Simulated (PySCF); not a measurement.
F2Sn, neutral, multiplicity 1. Atoms are numbered in the order given.

```xyz
3

Sn     0.0000     0.0000     0.3444
F      0.0000    -1.4502    -0.9566
F      0.0000     1.4502    -0.9566
```

Geometry: B3LYP-D3(BJ)/def2-TZVP. The isomer is the one that the SMILES or the coordinates give; other isomers of the formula were not compared. The def2 effective core potentials stand for the cores of Sn; spin–orbit coupling is left out.

Method: TDA-CAM-B3LYP/def2-SVPD run with PySCF.

Vertical excitations. Isolated molecule, no solvent. State labels are in the subgroup C2v.

Computed excitation energies, oscillator strengths and character:
```
state  symmetry  energy (eV)  λ (nm)      f                                              main pairs
-----  --------  -----------  ------  -----  ------------------------------------------------------
S1           B1         5.25     236  0.164                                          HOMO→LUMO 96 %
S2           A2         6.36     195  0.000                                        HOMO−1→LUMO 99 %
S3           B2         6.88     180  0.018                      HOMO−2→LUMO 74 %, HOMO→LUMO+1 23 %
S4           B1         7.07     175  0.021                                        HOMO−4→LUMO 97 %
S5           A1         7.36     168  0.045                      HOMO−3→LUMO 68 %, HOMO→LUMO+2 30 %
S6           A2         7.52     165  0.000                                        HOMO−5→LUMO 98 %
S7           B2         7.74     160  0.385  HOMO→LUMO+1 67 %, HOMO−2→LUMO 17 %, HOMO−1→LUMO+2 11 %
S8           A1         7.97     155  0.396                      HOMO→LUMO+2 63 %, HOMO−3→LUMO 24 %
S9           A1         8.62     144  0.019                                      HOMO−1→LUMO+1 82 %
S10          A1         8.75     142  0.015                                        HOMO→LUMO+3 93 %
T1           B1         3.61     344      0                                          HOMO→LUMO 98 %
T2           B2         5.82     213      0                                        HOMO→LUMO+1 96 %
T3           A2         6.24     199      0                                        HOMO−1→LUMO 98 %
T4           B2         6.30     197      0                                        HOMO−2→LUMO 98 %
```
Triplets are in the Tamm–Dancoff approximation.
